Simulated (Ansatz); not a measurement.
`[C-]#[N+]CCCCCCCCCCCC#N` with charge +1. Charge 1, multiplicity 2. Geometry PBE-D4/def2-SVP, that of the neutral singlet.

```xyz
37

C    -3.1120   -7.4544    0.8901
N    -3.1059   -6.4541    0.2528
C    -3.0745   -5.2383   -0.4813
C    -2.1990   -4.1693    0.1874
C    -2.1679   -2.8608   -0.6054
C    -1.3079   -1.7762    0.0504
C    -1.2699   -0.4644   -0.7416
C    -0.4799    0.6699   -0.0732
C     1.0261    0.4081    0.0574
C     1.8166    1.5365    0.7345
C     1.8602    2.8538   -0.0485
C     2.7245    3.9225    0.6249
C     2.7576    5.2414   -0.1724
C     3.5814    6.2767    0.4503
N     4.2470    7.0902    0.9671
H    -4.1172   -4.8683   -0.5936
H    -2.7028   -5.4561   -1.5066
H    -1.1701   -4.5722    0.3047
H    -2.5807   -3.9868    1.2148
H    -1.7901   -3.0577   -1.6345
H    -3.2062   -2.4790   -0.7351
H    -0.2769   -2.1702    0.1878
H    -1.6914   -1.5741    1.0764
H    -2.3143   -0.1222   -0.9142
H    -0.8477   -0.6593   -1.7540
H    -0.9044    0.8663    0.9382
H    -0.6451    1.6026   -0.6545
H     1.4522    0.2158   -0.9542
H     1.1899   -0.5271    0.6346
H     2.8597    1.1918    0.9076
H     1.3923    1.7268    1.7465
H     2.2463    2.6582   -1.0751
H     0.8307    3.2529   -0.1847
H     3.7629    3.5479    0.7507
H     2.3461    4.1267    1.6494
H     3.1426    5.0603   -1.1999
H     1.7278    5.6424   -0.2966
```

Single mean-field runs in def2-TZVP are fitted with def2-universal-jkfit. At PBE-D4/def2-TZVP, BLYP-D4/def2-TZVP the gap within one spin of the charge 1 doublet nearly closes, so an electron or hole may be smeared out by delocalisation error.

Task: Estimate the α-spin orbital energies around the gap (eV) in Ansatz with PBE-D4/def2-TZVP, BLYP-D4/def2-TZVP, PBE0-D4/def2-TZVP.

Result: 
```
orbital  PBE-D4/def2-TZVP  BLYP-D4/def2-TZVP  PBE0-D4/def2-TZVP
 HOMO−5            -11.38             -11.30             -12.78
 HOMO−4            -11.34             -11.25             -12.73
 HOMO−3            -11.30             -11.23             -12.69
 HOMO−2            -11.20             -11.10             -12.58
 HOMO−1            -11.09             -11.01             -12.46
   HOMO            -11.07             -10.99             -12.44
   LUMO             -4.47              -4.34              -3.36
 LUMO+1             -4.42              -4.30              -3.30
 LUMO+2             -3.74              -3.69              -2.66
 LUMO+3             -3.45              -3.40              -2.32
 LUMO+4             -2.99              -2.95              -2.17
 LUMO+5             -2.87              -2.85              -2.03
 β HOMO            -10.95             -10.86             -11.70
 β LUMO            -10.89             -10.80             -11.25
```
